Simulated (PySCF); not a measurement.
Start geometry of `[TlH3]` from GFN2-xTB (Å):
```
atom  x, y, z in Å
Tl1    0.023   -0.025   -0.003
H2    -0.697    1.568   -0.041
H3     1.688   -0.183    0.063
H4    -0.976   -1.386   -0.052
```

Task: What comes out of this run: PBE0-D3(BJ)/def2-SVP geometry optimisation, gas phase, def2 core potentials past Kr (PySCF)?

Result: 
```
atom  x, y, z in Å
Tl1    0.0899   -0.0061    0.0655
H2    -0.6219    1.5886    0.0724
H3     1.8250   -0.1866    0.1283
H4    -0.9355   -1.4176   -0.0026
```

The energy falls by 0.054 eV over 7 energy and gradient evaluations, the largest force component goes from 0.0189 to 1.2e-04 Eh/bohr, and the atoms move by 0.041 Å rms after alignment. The bond that changes most is Tl1–H3 (ends: thallium bonded to 3 H; hydrogen on thallium), which lengthens by 0.071 Å. Bonds longer at the end by more than 0.005 Å: 2 of 3; shorter: 0. Rotational constants go from 117239, 113141, 57578 to 109752, 109578, 54833 MHz. The orientation of the end geometry is arbitrary; only internal coordinates are fixed.

The run used 41 basis functions and 37 SCF cycles in all.

Stationary, but not proved a minimum.
